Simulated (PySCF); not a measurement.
**Electric field gradients and quadrupole coupling constants**

C6H11O (charge -1).
Geometry (GFN2-xTB, Å), atoms numbered from 1 in this order:
```
atom  x, y, z in Å
C1    -2.663    0.085   -0.363
C2    -1.322   -0.455    0.124
C3    -0.194    0.563    0.035
C4     1.082   -0.012    0.731
O5     0.955   -0.334    1.975
C6     1.953   -0.804   -0.265
C7     2.367    0.598    0.139
H8    -3.448   -0.668   -0.275
H9    -2.957    0.956    0.223
H10   -2.596    0.388   -1.409
H11   -1.049   -1.339   -0.460
H12   -1.391   -0.759    1.171
H13   -0.488    1.473    0.569
H14    0.006    0.826   -1.009
H15    2.559   -1.617    0.114
H16    1.626   -0.953   -1.291
H17    3.238    0.682    0.777
H18    2.313    1.377   -0.617
```

Field gradients from the PBE0/pcSseg-1 density (PySCF, non-relativistic), principal values in atomic units, ordered |Vxx| ≤ |Vyy| ≤ |Vzz|:

| atom | Vxx | Vyy | Vzz |
| --- | --- | --- | --- |
| O5 | -0.7868 | -0.8355 | 1.6223 |

Question: Find the asymmetry η = (Vxx − Vyy)/Vzz and the couplings χ = eQV/h (234.96 MHz × Q in barn × V in au), with Q(17O) = −0.0256 b.

Answer: 
| atom | environment | nucleus | η | χzz (MHz) | χxx (MHz) | χyy (MHz) |
| --- | --- | --- | --- | --- | --- | --- |
| O5 | alkoxide oxygen | 17O | 0.03 | -9.76 | 4.73 | 5.03 |

The gradient is axial or nearly so (η below 0.05) at O5. The tensor is traceless: Vxx + Vyy + Vzz = 0.

Question: What is Vzz at O5 in SI units (1 au = 9.71736 × 10²¹ V/m²)?

Answer: 1.6223 au = 15.764 × 10²¹ V/m².

Question: And the gradient at the other heavy atoms, for which no coupling is worked out here?

Answer: 
```
atom                 environment  Vzz (au)     η
  C1               methyl carbon    -0.028  0.63
  C2            chain CH2 carbon     0.108  0.74
  C3            chain CH2 carbon    -0.077  0.78
  C4  sp3 carbon bound to oxygen     0.147  0.26
  C6  three-membered-ring carbon    -0.262  0.74
  C7  three-membered-ring carbon    -0.267  0.74
```

Question: What couplings would deuterons (Q(2H) = 0.00286 b) have in place of the hydrogens, at this geometry?

Answer: 
```tsv
atom	bonded to	bond length (Å)	Vzz (au)	η	χzz (kHz)
H8	C1	1.091	0.3161	0.00	212
H9	C1	1.089	0.3169	0.00	213
H10	C1	1.091	0.3150	0.00	212
H11	C2	1.094	0.3078	0.02	207
H12	C2	1.092	0.3015	0.03	203
H13	C3	1.095	0.3078	0.03	207
H14	C3	1.095	0.3077	0.01	207
H15	C6	1.083	0.3373	0.09	227
H16	C6	1.087	0.3322	0.09	223
H17	C7	1.083	0.3375	0.10	227
H18	C7	1.087	0.3317	0.10	223
```

Geometry: GFN2-xTB, one conformer, isolated ion. The pcSseg-1 basis has no diffuse functions, a weakness for an anion. The HOMO energy is positive at this level (+0.68 eV), so the outermost electrons may be held by the finite basis alone. GFN2-xTB bond lengths can be off by several hundredths of an ångström, more for odd bonds, and the gradients follow them. The basis is small and wasn't made for field gradients, so the couplings can be 20 % off.

The run behind these numbers computed NMR shieldings as well. Hardware: an Intel Xeon Platinum 8488C with one thread, no GPU, shared host with 96 logical CPUs at a one-minute load of 8.5. Cost: 23 s wall, 0.80 GiB resident at most.
